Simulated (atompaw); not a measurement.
Which change was made? (Nd, PAW (atompaw))

neodymium, PAW, made with atompaw 4.2.0.5 (PBE, scalar-relativistic). Core [Kr] 4d10, reference 4f4 5s2 5p6 5d0 6s0 6p0 (charge +2). Waves: 5s (bound): rc 2.60 bohr; 6s (bound, empty): rc 2.25 bohr; 5p (bound): rc 1.90 bohr; 6p (bound, empty): rc 2.60 bohr; 5d (bound, empty): rc 2.60 bohr; 5d channel at -0.55 Ry: rc 2.60 bohr; 4f (bound): rc 1.35 bohr; 4f channel at 0.75 Ry: rc 1.35 bohr. Local part: troulliermartins scheme with l = 4 at -0.5 Ry, radius 1.85 bohr. Core correction: smooth core density matched at 1.50 bohr. Augmentation charge: sinc compensation charge, radius 2.15 bohr; PAW radius 2.60 bohr; waves and projectors: custom polynom2 7 10 vanderbiltortho.

Cutoffs, loose and tight: the cutoffs (Ry, on a coarse ladder) from which the occupation-weighted sum of valence levels, in a spherical-Bessel basis at the reference potential, stays within 10 and 1 mRy of its value at 400 Ry. They see the waves, projectors and local potential, not the compensation charge or the core.

The base gives: outcome: generated; bound ghosts: s.

(1) After one change the result is: outcome: generated; bound ghosts: s, p, d. Which change was it?
A. all radii scaled by about 0.81 (s 2.12, p 1.54, d 2.12, f 1.10 bohr); local potential troulliermartins scheme with l = 4 at -0.5 Ry, radius 1.50 bohr; augmentation sinc compensation charge, radius 1.76 bohr; PAW radius 2.12 bohr; waves and projectors: custom polynom2 7 10 vanderbiltortho; core correction smooth core density matched at 1.22 bohr
B. local potential troulliermartins scheme with l = 4 at -0.5 Ry, radius 1.04 bohr
C. local potential bessel scheme, radius 1.85 bohr

## Answers

(1) B. The others give: all radii scaled by about 0.81 (s 2.12, p 1.54, d 2.12, f 1.10 bohr); local potential troulliermartins scheme with l = 4 at -0.5 Ry, radius 1.50 bohr; augmentation sinc compensation charge, radius 1.76 bohr; PAW radius 2.12 bohr; waves and projectors: custom polynom2 7 10 vanderbiltortho; core correction smooth core density matched at 1.22 bohr → outcome: failed: atompaw: The overlap operator has at least one negative eigenvalue! | local potential bessel scheme, radius 1.85 bohr → outcome: generated; bound ghosts: none.
